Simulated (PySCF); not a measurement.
Compound: C7H13NSi.
Bonds: C1–C2, C2–C3 (triple), C3–Si4, Si4–N5, N5–C6, N5–C7, Si4–C8, C8–C9, Si4–C9. Hydrogens: H10, H11, H12 on C1; H13, H14, H15 on C6; H16, H17, H18 on C7; H19, H20 on C8; H21, H22 on C9.

Level: PBE0/pcSseg-1 in PySCF, non-relativistic, on one gas-phase PBE0-D3(BJ)/def2-SVP geometry that isn't relaxed in the solvent. The solvent is an IEF-PCM continuum (cavity from Bondi-type radii × 1.2). The model holds no explicit solvent molecules, cavitation or dispersion.

Gas phase at PBE0/pcSseg-1: HOMO -6.30 eV, LUMO 0.19 eV, dipole 1.72 D.

Problem. What does the continuum do to the energy, the frontier levels and the dipole at PBE0/pcSseg-1 in tetrahydrofuran and acetonitrile?

Solution. 
```csv
solvent,ε,E(solvent) − E(gas) (kJ/mol),polarisation term (kJ/mol),distortion of the solute (kJ/mol),HOMO (eV),LUMO (eV),dipole (D)
tetrahydrofuran,7.426,-14.55,-16.17,1.62,-6.34,0.07,2.15
acetonitrile,35.69,-17.56,-19.94,2.38,-6.36,0.03,2.23
```

The polarisation term is half the interaction of the solute with the surface charges that it induces; the rest is the cost of distorting the solute's density. The sum is the electrostatic part of solvation alone. From tetrahydrofuran to acetonitrile the lowering changes by a factor 1.21, Onsager's factor (ε − 1)/(2ε + 1) by 1.18 and ε itself by 4.8.

Problem. Which radius a makes the point-dipole formula ΔE = −[(ε − 1)/(2ε + 1)]·μ²/a³ give the value in acetonitrile, with the gas-phase dipole?

Solution. μ = 0.679 au and |ΔE| = 0.00669 Eh give a = 1.70 Å; the farthest nucleus lies 4.71 Å from the centroid of the nuclei, so such a sphere wouldn't even hold the nuclei. The formula assumes a rigid point dipole at the centre of a sphere.

Problem. Which Hirshfeld charges (PBE0/pcSseg-1) respond most in acetonitrile (means over atoms taken as equivalent)?

Solution. 
```tsv
atoms	environment	gas (e)	solvent (e)	change
C3	alkyne carbon	-0.188	-0.211	-0.023
Si4	four-coordinate silicon	+0.382	+0.372	-0.010
H10/H11/H12	methyl hydrogen	+0.062	+0.071	+0.009
C8/C9	sp3 carbon bound to silicon	-0.174	-0.179	-0.005
N5	silicon-bound nitrogen	-0.169	-0.172	-0.003
C2	alkyne carbon	-0.027	-0.030	-0.003
H13 (×6)	methyl hydrogen	+0.038	+0.041	+0.003
H20/H21	methylene hydrogen	+0.041	+0.043	+0.002
C1	propargylic carbon	-0.092	-0.090	+0.002
C6/C7	N-methyl carbon	-0.066	-0.068	-0.002
H19/H22	methylene hydrogen	+0.040	+0.040	0.000
```

Shape of the structure used: `[CH3:1][C:2]#[C:3][Si:4]1([N:5]([CH3:6])[CH3:7])[CH2:8][CH2:9]1`: C3–Si4–N5–C6 -81°.
